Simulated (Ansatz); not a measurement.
System: ZnH$_{2}$, net charge 0, singlet state. 
Structure (B3LYP-D3(BJ)/def2-TZVP (Ansatz, a program for electronic structure) minimum search):
```
Zn
H 1 1.5440
H 1 1.5440 2 180.00
```
Charge 0, spin multiplicity 1.

Basis-set convergence of Hartree-Fock and CCSD(T) correlation energies (hartree) with Ansatz. Cores are frozen in the correlated levels unless marked. No spin-orbit coupling. Frozen are the shells of the preceding noble gas and the d and f shells that filled before the atom's block. Non-relativistic.

```tsv
basis	functions	E(HF)	E(corr, CCSD(T))
def2-SVPD	50	-1778.68824	-0.32823
def2-TZVPPD	101	-1778.93031	-0.50652
def2-QZVPPD	166	-1778.97154	-0.54132
```

Extrapolating the two largest sets (X = 3 and 4) as X^-3: E(corr) = (64·(-0.54132) - 27·(-0.50652))/37 = -0.5667 Eh, an estimate of the basis-set limit. The largest set recovers 95.5 % of it, the smallest 57.9 %.
